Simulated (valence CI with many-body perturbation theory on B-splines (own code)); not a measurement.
## Level structure of Ta³²⁺

Method: configuration interaction combined with many-body perturbation theory (CI+MBPT): five valence electrons over a frozen Dirac-Fock core [Kr], radial functions for each j: 7 s, 7 p, 8 d, 6 f, 4 g, 1 h, with the one-electron correlation potential Σ1, the two-electron term Σ2, the three-electron term Σ3, Breit, model QED; selected CI, second order for the rest, scaled by the run's own slope (own B-spline code, finite nucleus).

The last digits are not significant, and no measured levels were compared; by estimate large intervals hold to a few tenths of a per cent, small ones and those within an open d or f shell to about a per cent. The list stops below the first excitations out of the core.

Levels 1 to 37 of 37, with energies above the lowest level, (4d3/2^4 4d5/2) J=5/2. "Leading %" is the weight of the configuration and term that name the level; weights of strongly mixed levels are sums over their largest components and can fall short. In the jj column 3d3/2^4 stands for four electrons in 3d with j = 3/2. Lifetimes count E1, E2, E3, M1 and M2 decay at the calculated energies, and are blank where another channel may lead or the interval is too uncertain; long ones can be off by a factor of two.

```
No.  Configuration  Term     J  E (cm⁻¹)  Leading %  Lifetime      g               Leading jj
  1            4d⁵    ⁴P   5/2         0         29            1.387     4d3/2^4 4d5/2 (90 %)
  2            4d⁵    ⁶S   5/2     93476         39   32.4 μs  1.330   4d3/2^3 4d5/2^2 (84 %)
  3            4d⁵    ⁴G   7/2    130010         36   57.7 μs  1.161   4d3/2^3 4d5/2^2 (98 %)
  4            4d⁵    ⁴D   3/2    133830         41   22.5 μs  1.200   4d3/2^3 4d5/2^2 (97 %)
  5            4d⁵    ²H  11/2    137520         40            1.121   4d3/2^3 4d5/2^2 (97 %)
  6            4d⁵    ⁴G   9/2    149110         35   9.70 ms  1.145   4d3/2^3 4d5/2^2 (94 %)
  7            4d⁵    ⁴D   5/2    156580         33    267 μs  1.140   4d3/2^3 4d5/2^2 (88 %)
  8            4d⁵    ⁴P   1/2    163120         47   1.41 ms  1.812   4d3/2^3 4d5/2^2 (86 %)
  9            4d⁵    ²F   7/2    172090         39    687 μs  1.088   4d3/2^3 4d5/2^2 (95 %)
 10            4d⁵    ²D   3/2    213210         56    129 μs  0.786   4d3/2^3 4d5/2^2 (80 %)
 11            4d⁵    ²D   5/2    223130         30   12.4 μs  1.268   4d3/2^2 4d5/2^3 (83 %)
 12            4d⁵    ⁴D   7/2    245060         52   24.4 μs  1.217   4d3/2^2 4d5/2^3 (98 %)
 13            4d⁵    ²I  11/2    250210         52   35.2 μs  1.085   4d3/2^2 4d5/2^3 (98 %)
 14            4d⁵    ⁴G   9/2    255120         56   35.9 μs  1.147   4d3/2^2 4d5/2^3 (94 %)
 15            4d⁵    ⁴D   1/2    262560         75   19.5 μs  0.542   4d3/2^2 4d5/2^3 (96 %)
 16            4d⁵    ²I  13/2    267800        100    168 μs  1.073  4d3/2^2 4d5/2^3 (100 %)
 17            4d⁵    ⁴P   3/2    269580         53   11.7 μs  1.188   4d3/2^2 4d5/2^3 (95 %)
 18            4d⁵    ²F   5/2    273300         42   22.4 μs  1.018   4d3/2^2 4d5/2^3 (94 %)
 19            4d⁵    ²H   9/2    291730         52   16.8 μs  1.109   4d3/2^2 4d5/2^3 (99 %)
 20            4d⁵    ²G   7/2    297020         61   61.7 μs  0.988   4d3/2^2 4d5/2^3 (99 %)
 21            4d⁵    ⁴F   5/2    300920         62   17.1 μs  1.047   4d3/2^2 4d5/2^3 (96 %)
 22            4d⁵    ²D   3/2    305800         87   41.7 μs  0.843   4d3/2^2 4d5/2^3 (81 %)
 23            4d⁵    ⁴P   1/2    319760         37   20.0 μs  1.804   4d3/2^2 4d5/2^3 (76 %)
 24            4d⁵    ²G   7/2    321650         44   29.1 μs  1.045   4d3/2^2 4d5/2^3 (92 %)
 25            4d⁵    ²G   9/2    345130         74   50.1 μs  1.105   4d3/2^2 4d5/2^3 (94 %)
 26            4d⁵    ⁴P   5/2    373230         34   7.44 μs  1.266     4d3/2 4d5/2^4 (86 %)
 27            4d⁵    ²P   3/2    387560         72   46.1 μs  1.185   4d3/2^2 4d5/2^3 (95 %)
 28            4d⁵    ²D   5/2    396030         67   18.6 μs  1.133   4d3/2^2 4d5/2^3 (77 %)
 29            4d⁵    ⁴F   7/2    400460         30   10.5 μs  1.191     4d3/2 4d5/2^4 (98 %)
 30            4d⁵    ²H  11/2    408960         57   12.5 μs  1.071     4d3/2 4d5/2^4 (98 %)
 31            4d⁵    ²D   3/2    410180         32   8.23 μs  0.964     4d3/2 4d5/2^4 (94 %)
 32            4d⁵    ²G   9/2    428630         60   15.1 μs  1.114     4d3/2 4d5/2^4 (93 %)
 33            4d⁵    ²D   5/2    441100         65   13.1 μs  1.112     4d3/2 4d5/2^4 (81 %)
 34            4d⁵    ²G   7/2    449770         58   14.7 μs  0.999     4d3/2 4d5/2^4 (95 %)
 35            4d⁵    ²P   1/2    474140         59   13.9 μs  1.165     4d3/2 4d5/2^4 (85 %)
 36            4d⁵    ²D   3/2    519200         75   9.56 μs  0.874     4d3/2 4d5/2^4 (92 %)
 37            4d⁵    ²D   5/2    557340         46   5.57 μs  1.152           4d5/2^5 (90 %)
```

The ionisation energy to 4d⁴ ³P0 of the next ion comes out as 1313.9 eV (NIST: 1313 ± 4 eV (theoretical)). All 37 levels together are meant to be complete up to 982310 cm⁻¹.
